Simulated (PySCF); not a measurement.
**How methods differ on the excitation energy of Se**

Se [Ar] 3d10 4s2 4p4 (3P) → Se [Ar] 3d10 4s1 4p5 (3P), as a difference of total energies. Computed with PySCF 2.14 in aug-cc-pVQZ-PP with ECP10MDF (7s6p5d3f2g, 89 functions), with scalar relativity through the core potential. Correlated levels: valence: 3s2 3p6 3d10 frozen. The calculations carry no spin-orbit coupling.

| method | excitation energy (eV) |
| --- | --- |
| UHF | 11.734 |
| LDA | 10.867 |
| PBE | 10.745 |
| PBE0 | 11.022 |
| r2SCAN | 10.887 |
| LC-wPBE | 11.379 |
| BLYP | 10.802 |
| wB97X-V | 11.197 |
| revPBE | 10.676 |
| MP2 (valence) | 10.840 |
| SCS-MP2 (valence) | 10.729 |

Problem. How much does correlation contribute at MP2 (valence)?

Solution. 10.840 − (11.734) = -0.894 eV, measured against UHF.

The upper state lies above the first ionisation limit, where it may autoionise and the basis confines it.
